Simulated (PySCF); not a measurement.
Energy of Ga (gallium, neutral) between two integer charges

The 4p alpha orbital of [Ar] 3d10 4s2 4p1 is emptied in steps (occupation f), with all orbitals relaxed, ending at [Ar] 3d10 4s2. Computed with PySCF 2.14 in x2c-TZVPall, with scalar relativity by spin-free X2C-1e. The exact energy is a straight line in f; departures are measured from the line between the end points of the same method.

```tsv
f	UHF (eV)	LDA (eV)	PBE (eV)	PBE0 (eV)	r2SCAN (eV)	LC-wPBE (eV)	BHandHLYP (eV)	wB97X (eV)	CAM-B3LYP (eV)	B3LYP (eV)
1	0.000	0.000	0.000	0.000	0.000	0.000	0.000	0.000	0.000	0.000
0.75	0.051	-0.600	-0.583	-0.422	-0.551	-0.003	-0.286	-0.054	-0.236	-0.475
0.5	0.067	-0.805	-0.780	-0.560	-0.726	0.001	-0.381	-0.075	-0.315	-0.635
0.25	0.050	-0.606	-0.585	-0.417	-0.529	0.005	-0.285	-0.060	-0.236	-0.476
0	0.000	0.000	0.000	0.000	0.000	0.000	0.000	0.000	0.000	0.000
```

```json
{"method": "UHF", "E(f=0) − E(f=1) (eV)": "5.516", "−ε at f=1 (eV)": "5.794", "−ε at f=0.5 (eV)": "5.511"}
{"method": "LDA", "E(f=0) − E(f=1) (eV)": "6.018", "−ε at f=1 (eV)": "2.838", "−ε at f=0.5 (eV)": "6.002"}
{"method": "PBE", "E(f=0) − E(f=1) (eV)": "5.938", "−ε at f=1 (eV)": "2.840", "−ε at f=0.5 (eV)": "5.933"}
{"method": "PBE0", "E(f=0) − E(f=1) (eV)": "5.961", "−ε at f=1 (eV)": "3.706", "−ε at f=0.5 (eV)": "5.973"}
{"method": "r2SCAN", "E(f=0) − E(f=1) (eV)": "6.092", "−ε at f=1 (eV)": "3.135", "−ε at f=0.5 (eV)": "6.144"}
{"method": "LC-wPBE", "E(f=0) − E(f=1) (eV)": "6.066", "−ε at f=1 (eV)": "6.036", "−ε at f=0.5 (eV)": "6.087"}
{"method": "BHandHLYP", "E(f=0) − E(f=1) (eV)": "5.859", "−ε at f=1 (eV)": "4.333", "−ε at f=0.5 (eV)": "5.861"}
{"method": "wB97X", "E(f=0) − E(f=1) (eV)": "5.821", "−ε at f=1 (eV)": "5.540", "−ε at f=0.5 (eV)": "5.806"}
{"method": "CAM-B3LYP", "E(f=0) − E(f=1) (eV)": "5.987", "−ε at f=1 (eV)": "4.729", "−ε at f=0.5 (eV)": "5.988"}
{"method": "B3LYP", "E(f=0) − E(f=1) (eV)": "5.972", "−ε at f=1 (eV)": "3.445", "−ε at f=0.5 (eV)": "5.969"}
```

Orbital energy along the path (eV):

```json
{"f": "1", "UHF": "-5.794", "LDA": "-2.838", "PBE": "-2.840", "PBE0": "-3.706", "r2SCAN": "-3.135", "LC-wPBE": "-6.036", "BHandHLYP": "-4.333", "wB97X": "-5.540", "CAM-B3LYP": "-4.729", "B3LYP": "-3.445"}
{"f": "0.75", "UHF": "-5.649", "LDA": "-4.402", "PBE": "-4.373", "PBE0": "-4.840", "r2SCAN": "-4.641", "LC-wPBE": "-6.072", "BHandHLYP": "-5.097", "wB97X": "-5.669", "CAM-B3LYP": "-5.358", "B3LYP": "-4.700"}
{"f": "0.5", "UHF": "-5.511", "LDA": "-6.002", "PBE": "-5.933", "PBE0": "-5.973", "r2SCAN": "-6.144", "LC-wPBE": "-6.087", "BHandHLYP": "-5.861", "wB97X": "-5.806", "CAM-B3LYP": "-5.988", "B3LYP": "-5.969"}
{"f": "0.25", "UHF": "-5.380", "LDA": "-7.629", "PBE": "-7.504", "PBE0": "-7.090", "r2SCAN": "-7.589", "LC-wPBE": "-6.070", "BHandHLYP": "-6.621", "wB97X": "-5.965", "CAM-B3LYP": "-6.616", "B3LYP": "-7.244"}
{"f": "0", "UHF": "-5.256", "LDA": "-9.249", "PBE": "-9.036", "PBE0": "-8.149", "r2SCAN": "-8.695", "LC-wPBE": "-6.003", "BHandHLYP": "-7.380", "wB97X": "-6.154", "CAM-B3LYP": "-7.247", "B3LYP": "-8.504"}
```

Reference removal energy between the ground levels: 5.999 eV (measured; NIST Atomic Spectra Database, ionization energies). The calculation has no spin-orbit coupling. UHF lacks correlation.
